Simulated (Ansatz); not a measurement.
Cost and result for the atomization energy of Cl₂H₃InSi, SMILES `[SiH3][In]([Cl])[Cl]` (7 atoms, 6 bonds).

```xyz
7

Si   -0.411    0.773   -0.921
In    0.401   -0.777    0.938
Cl    1.783   -2.618    0.597
Cl   -0.114   -0.554    3.195
H     0.750    1.567   -1.393
H    -1.466    1.668   -0.387
H    -0.943   -0.059   -2.028
```

The species carries charge 0 and has multiplicity 1. Correlated methods include outer-core shells of In, which these sets cover unevenly. In: def2 effective core potential. All single points use the PBE0-D4/def2-TZVP geometry. Program: Ansatz. All runs use 4 threads of an Arm Neoverse V1 on a shared host. Times are those of one run each, without the atoms' runs, and a repeat can differ threefold. Electronic energies, without spin–orbit coupling; frozen cores. CCSD(T)/CBS adds CCSD(T) − MP2 in def2-TZVPP to the MP2 limit, and its time is that of the two runs behind it. T1 = 0.013. With those shells the extrapolation isn't a true limit. B3LYP takes the VWN-RPA correlation (the form of Gaussian; ORCA's B3LYP/G).

CCSD(T)/CBS is a level of theory with its own doubt, some kJ/mol a heavy atom from the limit and from the frozen cores, so smaller differences don't rank the functionals.

| level | functions | wall time |
| --- | --- | --- |
| LDA (SPW92)/def2-TZVPP | 218 | 1.1 s |
| PBE-D4/def2-TZVPP (with forces) | 218 | 2.2 s |
| CCSD(T)/def2-SVP | 95 | 3.1 s |
| PBE0-D4/def2-TZVPP | 218 | 3.2 s |
| BHLYP-D4/def2-TZVPP | 218 | 3.4 s |
| B3LYP-D4/def2-TZVPP (with forces) | 218 | 4.8 s |
| B2PLYP/def2-TZVPP | 218 | 4.9 s |
| r2SCANh-D4/def2-TZVPP | 218 | 6 s |
| ωB97X-V/def2-TZVPP | 218 | 8 s |
| B97M-V/def2-TZVPP | 218 | 9 s |
| MP2/def2-QZVPP | 382 | 13 s |
| CCSD(T)/def2-TZVPP | 218 | 100 s |
| CCSD(T)/CBS(def2) | – | 110 s |

What atomization energy does each give, and how far from CCSD(T)/CBS? (Best estimate.)

Computed: 
```json
{"level": "LDA (SPW92)/def2-TZVPP", "atomization (kJ/mol)": "2064.5", "difference from CCSD(T)/CBS": "202.4", "per bond": "33.7"}
{"level": "PBE-D4/def2-TZVPP (with forces)", "atomization (kJ/mol)": "1834.8", "difference from CCSD(T)/CBS": "-27.3", "per bond": "-4.6"}
{"level": "CCSD(T)/def2-SVP", "atomization (kJ/mol)": "1709.8", "difference from CCSD(T)/CBS": "-152.3", "per bond": "-25.4"}
{"level": "PBE0-D4/def2-TZVPP", "atomization (kJ/mol)": "1832.0", "difference from CCSD(T)/CBS": "-30.1", "per bond": "-5.0"}
{"level": "BHLYP-D4/def2-TZVPP", "atomization (kJ/mol)": "1805.9", "difference from CCSD(T)/CBS": "-56.2", "per bond": "-9.4"}
{"level": "B3LYP-D4/def2-TZVPP (with forces)", "atomization (kJ/mol)": "1816.2", "difference from CCSD(T)/CBS": "-45.9", "per bond": "-7.6"}
{"level": "B2PLYP/def2-TZVPP", "atomization (kJ/mol)": "1801.9", "difference from CCSD(T)/CBS": "-60.2", "per bond": "-10.0"}
{"level": "r2SCANh-D4/def2-TZVPP", "atomization (kJ/mol)": "1852.6", "difference from CCSD(T)/CBS": "-9.5", "per bond": "-1.6"}
{"level": "ωB97X-V/def2-TZVPP", "atomization (kJ/mol)": "1874.4", "difference from CCSD(T)/CBS": "12.3", "per bond": "2.1"}
{"level": "B97M-V/def2-TZVPP", "atomization (kJ/mol)": "1877.6", "difference from CCSD(T)/CBS": "15.5", "per bond": "2.6"}
{"level": "MP2/def2-QZVPP", "atomization (kJ/mol)": "1850.1", "difference from CCSD(T)/CBS": "-12.0", "per bond": "-2.0"}
{"level": "CCSD(T)/def2-TZVPP", "atomization (kJ/mol)": "1800.3", "difference from CCSD(T)/CBS": "-61.8", "per bond": "-10.3"}
{"level": "CCSD(T)/CBS(def2)", "atomization (kJ/mol)": "1862.1", "difference from CCSD(T)/CBS": "0.0", "per bond": "0.0"}
```

From r2SCAN to r2SCAN0 (25 % exact exchange), in def2-TZVPP and without D4, the atomization energy moves by −20.2 kJ/mol: exact exchange takes away binding that semilocal exchange gives to molecules. The D4 term adds +28.9 kJ/mol with B3LYP and +15.4 kJ/mol with PBE0; it sums over pairs of atoms, weighted by their polarisabilities, and B3LYP, whose exchange is more repulsive, gets the larger term. Leaving LDA and LC-ωPBE aside and taking each functional with its dispersion term where it has one, the values, not all of them listed here, spread over 87.7 kJ/mol, from BLYP-D4 to B97M-V. LDA lies +247.4 kJ/mol from PBE without D4, its usual overbinding.

Spin–orbit coupling would lower the free In atoms strongly, and the atomization energy with them, by more than many differences here.
